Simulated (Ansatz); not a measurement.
System: SnS, charge 0, singlet. SnS (SMILES [S]=[Sn]).
B3LYP-D3(BJ)/def2-TZVP minimum from Ansatz (a quantum-chemistry and plane-wave program):
```
Sn
S 1 2.2226
```

Total energies in hartree (Ansatz). Radicals and triplets start from unrestricted determinants; spin-orbit coupling is neglected. Cores are frozen in correlated methods (noble-gas shells, and filled d and f shells in the p block). Past Kr the def2 sets carry scalar-relativistic core potentials. Spin-orbit terms, left out, reach several kcal/mol for Br and I, and more for heavier atoms. The T1 diagnostic of SSn ([S]=[Sn], singlet) reaches 0.034 in the sets run.

| species | HF/def2-TZVPP | CCSD(T)/def2-TZVPP | HF/def2-QZVPP | CCSD(T)/def2-QZVPP | CCSDT(Q)/def2-QZVPP |
|---|---|---|---|---|---|
| 1: SnS (SMILES [S]=[Sn]) | -610.93713 | -611.21926 | -610.94960 | -611.25150 | -611.25401 |
| 2: Sn (triplet) | -213.33992 | -213.39742 | -213.34066 | -213.40091 | -213.40140 |
| 3: S (triplet) | -397.50200 | -397.64674 | -397.51300 | -397.66869 | -397.66971 |

Question: Work out the atomisation energy (electronic, to ground-state atoms) in kcal/mol: take Hartree-Fock from def2-QZVPP, extrapolate the CCSD(T) correlation energy as X^-3 (X = 3, 4), and add CCSDT(Q) - CCSD(T) in def2-QZVPP. 1 hartree = 627.51 kcal/mol.

Answer: 
Species 1: correlation (64·(-0.30190) - 27·(-0.28213))/37 = -0.31633; step -0.00251; E1 = -610.94960 + (-0.31633) + (-0.00251) = -611.26844
Species 2: correlation (64·(-0.06025) - 27·(-0.05750))/37 = -0.06226; step -0.00049; E2 = -213.34066 + (-0.06226) + (-0.00049) = -213.40341
Species 3: correlation (64·(-0.15569) - 27·(-0.14474))/37 = -0.16368; step -0.00102; E3 = -397.51300 + (-0.16368) + (-0.00102) = -397.67770
-1·E1 +1·E2 +1·E3 = 0.18733 hartree = 117.6 kcal/mol.
